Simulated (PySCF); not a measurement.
A calculated (B3LYP, PySCF 2.14, Sapporo-DZP-2012, scalar relativity by spin-free X2C-1e) atom or ion has these occupied shells.

| shell | electrons | orbital energy (eV) | rms radius, mean of both spins (bohr) |
| --- | --- | --- | --- |
| 1s α | 1 | -122.96 | 0.487 |
| 1s β | 1 | -122.43 | 0.487 |
| 2s α | 1 | -15.243 | 2.45 |

Problem. Name the element and its charge.

Solution. Be⁺ (beryllium, charge +1), in [He] 2s1, 2S determinant.
